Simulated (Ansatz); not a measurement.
Geometry optimisation, UKS PBE-D4/STO-3G in Ansatz.

Input:

```yaml
crystal:
  periodic: [false, false, false]
  atoms:
    - { symbol: "N", position_ang: [-1.5501, -0.58656, -0.90558] }
    - { symbol: C, position_ang: [-0.50018, -1.13339, -0.01126] }
    - { symbol: B, position_ang: [0.61735, -0.17388, 0.49198] }
    - { symbol: Si, position_ang: [1.5396, 1.38317, 0.66156] }
    - { symbol: H, position_ang: [-1.11851, -0.19778, -1.73898] }
    - { symbol: H, position_ang: [-2.02903, 0.17823, -0.43874] }
    - { symbol: H, position_ang: [-0.06213, -1.98163, -0.55396] }
    - { symbol: H, position_ang: [-1.0385, -1.58764, 0.83091] }
    - { symbol: H, position_ang: [1.39649, 2.35186, 1.75159] }
    - { symbol: H, position_ang: [2.74503, 1.74763, -0.08752] }
magnetization:
  spin_polarized: true
basis:
  gaussian: { orbitals: STO-3G }
hamiltonian:
  xc: pbe
  dispersion: d4
relax:
  f_tol: 0.02
  max_steps: 50
```

Command:

```bash
$ ansatz run input.yaml --threads 1 --pin off --max-ram 2048MiB --backend cpu --events-out ev --progress --plain --runs-dir out
```

Task: Where does it end, and by what steps?

Result: It converged. Limits of this set-up: minimal basis. After 8 steps the energy has fallen by 0.493 eV; Si4 moved furthest, 0.36 Å.

| step | energy less start (eV) | largest force component (eV/Å) | accepted |
| --- | --- | --- | --- |
| 0 | 0.0000 | 2.387 | yes |
| 1 | -0.3312 | 1.067 | yes |
| 2 | -0.4387 | 1.233 | yes |
| 3 | -0.4839 | 0.435 | yes |
| 4 | -0.4625 | 0.683 | no |
| 5 | -0.4915 | 0.076 | yes |
| 6 | -0.4926 | 0.061 | yes |
| 7 | -0.4928 | 0.026 | yes |
| 8 | -0.4928 | 0.019 | yes |

```xyz
10
Properties=species:S:1:pos:R:3
N -1.614 -0.642 -0.935
C -0.459 -1.103 0.008
B 0.590 -0.044 0.432
Si 1.349 1.604 0.446
H -1.081 -0.148 -1.730
H -1.999 0.223 -0.423
H 0.049 -1.956 -0.504
H -0.943 -1.552 0.909
H 1.375 2.113 1.819
H 2.733 1.504 -0.022
```

Run time: 27 s on 1 thread of Arm Neoverse V1, with other jobs on the host, peak memory 0.16 GiB.
